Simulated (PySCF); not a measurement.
# Polarisability of `Fc1cc[o+]cc1`

Species: C₅H₄FO (charge +1).
SMILES with atom numbers: `[F:1][c:2]1[cH:3][cH:4][o+:5][cH:6][cH:7]1` (hydrogens: H8 on C3; H9 on C4; H10 on C6; H11 on C7)

Cartesian coordinates in Å at the GFN2-xTB level; atoms count from 1:
```
atom  x, y, z in Å
F1    -1.098    2.204    0.007
C2    -0.518    1.040    0.002
C3    -1.290   -0.130    0.014
C4    -0.614   -1.327    0.007
O5     0.694   -1.392   -0.009
C6     1.431   -0.308   -0.019
C7     0.882    0.952   -0.015
H8    -2.369   -0.085    0.028
H9    -1.107   -2.294    0.013
H10    2.499   -0.497   -0.030
H11    1.495    1.841   -0.024
```

Level: PBE0/def2-SVPD (PySCF), static field, nuclei fixed, core orbitals frozen in the response. The polarisability tensor in these axes (au):

```
x   63.76 -0.26 -0.39
y   -0.26 64.16 -0.05
z   -0.39 -0.05 31.55
```

**Question.** Give the principal values, the mean and the anisotropy Δα = √{½[(α1 − α2)² + (α2 − α3)² + (α1 − α3)²]}.

**Answer.** Principal values 31.55, 63.63 and 64.29 au; mean 53.16 au = 7.88 Å³ = 8.76 × 10⁻⁴⁰ C²·m²/J; Δα = 32.42 au (61 % of the mean).

**Question.** Give the eigenvalues of the traceless quadrupole moment Θ = ½Σq(3rr − r²1), origin at the centre of nuclear charge.

**Answer.** -12.27, -0.38, 12.65 D·Å. The values depend on the origin, since the species is charged. The electronic extent ⟨r²⟩ about the same centre is 602 bohr², a root-mean-square distance of 1.84 Å for the 50 electrons.

**Question.** Sum over states: ᾱ = Σ f/ω², ω in Eh. What share falls to these 6 lowest TDDFT singlets (eV, f)? 5.62, 0.1236; 6.16, 0.0324; 6.72, 0.0000; 6.87, 0.0016; 7.36, 0.2024; 7.58, 0.5195.

**Answer.** They add up to 13.02 au, 24.5 % of the 53.16 au; the largest single term is 6.70 au, from the state at 7.58 eV. Terms in order: 2.89, 0.63, 0.00, 0.03, 2.77, 6.70 au. Higher excitations give the rest. The strengths listed sum to 0.880.

**Question.** Directions of the eigenvectors, and the extent of the frame along each?

**Answer.** Largest value along (-0.45, 0.90, 0.00), where the nuclei span 4.02 Å; middle along (0.90, 0.45, -0.01), 4.32 Å; least along (0.01, 0.00, 1.00), 0.00 Å. The strongest response doesn't lie along the longest of the three spans.

Isolated species at its GFN2-xTB geometry, gas phase.
